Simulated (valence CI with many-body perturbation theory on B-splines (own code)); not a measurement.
Level structure of Bi51+

Method: relativistic CI+MBPT: four valence electrons over a frozen Dirac-Fock core [Ar] 3d10, a basis of 11 s, 11 p, 10 d, 8 f, 5 g, 2 h functions for each j, with the one-electron correlation potential Σ1 (screened to all orders), the two-electron term Σ2, the three-electron term Σ3, Breit, model QED; selected single and double excitations, second order for the rest, scaled by the run's own slope (own B-spline code, finite nucleus).

The last digits are not significant, and no measured levels were compared; by estimate large intervals hold to a few tenths of a per cent, small ones and those within an open d or f shell to about a per cent. Among the levels kept, up to 400 cm⁻¹ of a level comes from second order outside the variational space, and about a tenth of that is noise between levels of different J, which matters for small intervals.

Levels 1 to 45 of 182, with energies above the lowest level, (4s^2 4p1/2^2) J=0. "Leading %" is the weight of the configuration and term that name the level; weights of strongly mixed levels are sums over their largest components and can fall short. In the jj column 3d3/2^4 stands for four electrons in 3d with j = 3/2. Lifetimes count E1, E2, E3, M1 and M2 decay at the calculated energies, and are blank where another channel may lead or the interval is too uncertain; long ones can be off by a factor of two.

```tsv
No.	Configuration	Term	J	E (eV)	Leading %	Second component	g	Lifetime	Leading jj
1	4s2 4p2	3P	0	0.00	69	31 % 4s2 4p2 1S			4s^2 4p1/2^2 (100 %)
2	4s2 4p2	3P	1	172.92	100		1.495	30.7 ns	4s^2 4p1/2 4p3/2 (100 %)
3	4s2 4p2	1D	2	177.97	64	35 % 4s2 4p2 3P	1.169	582 ns	4s^2 4p1/2 4p3/2 (99 %)
4	4s 4p3	3P°	2	293.15	47	28 % 4s 4p3 5S°	1.538	28.3 ps	4s 4p1/2^2 4p3/2 (98 %)
5	4s 4p3	3D°	1	310.41	33	27 % 4s 4p3 1P°	1.089	1.09 ps	4s 4p1/2^2 4p3/2 (94 %)
6	4s2 4p2	3P	2	354.76	64	35 % 4s2 4p2 1D	1.318	12.0 ns	4s^2 4p3/2^2 (99 %)
7	4s2 4p 4d	3F°	2	358.08	74	20 % 4s2 4p 4d 1D°	0.757	39.3 ps	4s^2 4p1/2 4d3/2 (99 %)
8	4s2 4p2	1S	0	365.64	68	31 % 4s2 4p2 3P		10.8 ns	4s^2 4p3/2^2 (99 %)
9	4s2 4p 4d	3D°	1	380.22	50	28 % 4s2 4p 4d 1P°	0.848	274 fs	4s^2 4p1/2 4d3/2 (94 %)
10	4s2 4p 4d	3P°	2	406.21	45	33 % 4s2 4p 4d 3D°	1.299	1.97 ps	4s^2 4p1/2 4d5/2 (95 %)
11	4s2 4p 4d	3F°	3	407.34	51	25 % 4s2 4p 4d 1F°	1.115	2.70 ps	4s^2 4p1/2 4d5/2 (97 %)
12	4s 4p3	3D°	2	462.36	49	44 % 4s 4p3 5S°	1.536	1.96 ps	4s 4p1/2 4p3/2^2 (95 %)
13	4s 4p3	3D°	3	472.54	96		1.317	2.68 ps	4s 4p1/2 4p3/2^2 (96 %)
14	4s 4p3	3P°	0	479.16	96			1.53 ps	4s 4p1/2 4p3/2^2 (96 %)
15	4s 4p2 4d	3D	1	479.72	43	40 % 4s 4p2 4d 5F	0.442	12.0 ps	4s 4p1/2^2 4d3/2 (98 %)
16	4s 4p2 4d	3D	2	484.13	30	19 % 4s 4p2 4d 5F	1.139	12.1 ps	4s 4p1/2^2 4d3/2 (96 %)
17	4s 4p3	3P°	1	487.88	44	20 % 4s 4p3 3D°	1.292	878 fs	4s 4p1/2 4p3/2^2 (95 %)
18	4s 4p3	1D°	2	489.98	70	15 % 4s 4p3 3D°	1.085	614 fs	4s 4p1/2 4p3/2^2 (91 %)
19	4s 4p3	3S°	1	491.71	36	23 % 4s 4p3 3D°	1.353	471 fs	4s 4p1/2 4p3/2^2 (98 %)
20	4s 4p2 4d	3D	3	525.13	34	20 % 4s 4p2 4d 5D	1.349	2.32 ps	4s 4p1/2^2 4d5/2 (97 %)
21	4s 4p2 4d	3F	2	534.41	27	22 % 4s 4p2 4d 1D	1.031	2.26 ps	4s 4p1/2^2 4d5/2 (94 %)
22	4s2 4p 4d	3D°	2	549.92	50	22 % 4s2 4p 4d 1D°	1.050	313 fs	4s^2 4p3/2 4d3/2 (91 %)
23	4s2 4p 4d	3P°	1	552.05	55	35 % 4s2 4p 4d 3D°	1.113	364 fs	4s^2 4p3/2 4d3/2 (94 %)
24	4s2 4p 4d	3F°	3	552.24	45	35 % 4s2 4p 4d 1F°	1.095	426 fs	4s^2 4p3/2 4d3/2 (95 %)
25	4s2 4p 4d	3P°	0	552.25	95			384 fs	4s^2 4p3/2 4d3/2 (95 %)
26	4s2 4p 4d	3F°	4	575.42	99		1.244	26.0 ns	4s^2 4p3/2 4d5/2 (99 %)
27	4s2 4p 4d	3P°	2	580.70	44	39 % 4s2 4p 4d 1D°	1.247	3.79 ps	4s^2 4p3/2 4d5/2 (95 %)
28	4s2 4p 4d	3D°	3	596.43	59	39 % 4s2 4p 4d 1F°	1.196	870 fs	4s^2 4p3/2 4d5/2 (95 %)
29	4s2 4p 4d	1P°	1	599.93	63	23 % 4s2 4p 4d 3P°	1.073	1.41 ps	4s^2 4p3/2 4d5/2 (96 %)
30	4s2 4p 4f	3G	3	607.05	69	18 % 4s2 4p 4f 1F	0.821	3.74 ps	4s^2 4p1/2 4f5/2 (95 %)
31	4p4	3P	2	609.82	58	28 % 4p4 1D	1.297	708 fs	4p1/2^2 4p3/2^2 (86 %)
32	4s2 4p 4f	3F	2	614.17	46	29 % 4s2 4p 4f 1D	0.874	3.07 ps	4s^2 4p1/2 4f5/2 (95 %)
33	4p4	1S	0	618.83	56	32 % 4p4 3P		760 fs	4p1/2^2 4p3/2^2 (87 %)
34	4s2 4p 4f	3D	3	622.52	49	29 % 4s2 4p 4f 3F	1.197	3.34 ps	4s^2 4p1/2 4f7/2 (94 %)
35	4s2 4p 4f	3G	4	622.71	42	28 % 4s2 4p 4f 1G	1.083	4.85 ps	4s^2 4p1/2 4f7/2 (95 %)
36	4s 4p2 4d	5D	0	642.21	83	14 % 4s 4p2 4d 3P		9.13 ps	4s 4p1/2 4p3/2 4d3/2 (96 %)
37	4s 4p2 4d	5D	1	642.51	53	22 % 4s 4p2 4d 5F	1.146	12.9 ps	4s 4p1/2 4p3/2 4d3/2 (99 %)
38	4s 4p2 4d	5F	2	643.17	43	14 % 4s 4p2 4d 3F	1.094	3.22 ps	4s 4p1/2 4p3/2 4d3/2 (95 %)
39	4s 4p2 4d	5F	3	646.65	43	35 % 4s 4p2 4d 3F	1.143	10.8 ps	4s 4p1/2 4p3/2 4d3/2 (94 %)
40	4s 4p2 4d	3G	4	656.47	28	28 % 4s 4p2 4d 3F	1.176	17.3 ps	4s 4p1/2 4p3/2 4d3/2 (90 %)
41	4s 4p3	3P°	2	659.05	49	16 % 4s 4p3 3D°	1.437	657 fs	4s 4p3/2^3 (95 %)
42	4s 4p2 4d	3F	2	664.36	65	8 % 4s 4p2 4d 3P	0.911	778 fs	4s 4p1/2 4p3/2 4d3/2 (91 %)
43	4s 4p2 4d	3D	3	668.30	31	21 % 4s 4p2 4d 5P	1.313	401 fs	4s 4p1/2 4p3/2 4d3/2 (88 %)
44	4s 4p2 4d	3P	1	669.15	24	22 % 4s 4p2 4d 5P	1.477	406 fs	4s 4p1/2 4p3/2 4d3/2 (96 %)
45	4s 4p2 4d	3D	2	669.77	29	22 % 4s 4p2 4d 5P	1.404	343 fs	4s 4p1/2 4p3/2 4d3/2 (92 %)
```

The ionisation energy to 4s2 4p 2P°_1/2 of the next ion comes out as 3080.3 eV (NIST: 3078 ± 4 eV (theoretical)). All 182 levels together are meant to be complete up to 948.24 eV.
